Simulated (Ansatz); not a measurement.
A structure relaxed at PBE0-D4/def2-SVP in Ansatz, charge 0, singlet:

```xyz
17

Ge    0.0002   -0.0004    0.0006
Ge    0.6394   -2.3354    0.1916
Ge   -2.3986    0.2098    0.3139
Ge    0.6029    0.8274   -2.2013
Ge    1.1563    1.2978    1.6963
H     0.1100   -2.9249    1.5128
H     2.1737   -2.4734    0.1687
H     0.0530   -3.1445   -0.9810
H    -2.7930   -0.2446    1.7321
H    -3.1495   -0.6617   -0.7108
H    -2.8308    1.6766    0.1262
H     2.1256    0.7233   -2.4110
H     0.1833    2.3024   -2.3499
H    -0.1042    0.0001   -3.2917
H     0.9435    0.6700    3.0871
H     0.6212    2.7424    1.7194
H     2.6671    1.3351    1.3968
```

Problem. Give its formula, name or SMILES.

Solution. Ge(GeH3)4 (Ge5H12).

Problem. Summarise the bond lengths by kind (pairs closer than 1.2 times the sum of covalent radii, bridged metal pairs left out).

Solution. 4 × Ge–Ge 2.43 Å; 12 × Ge–H 1.54 Å.
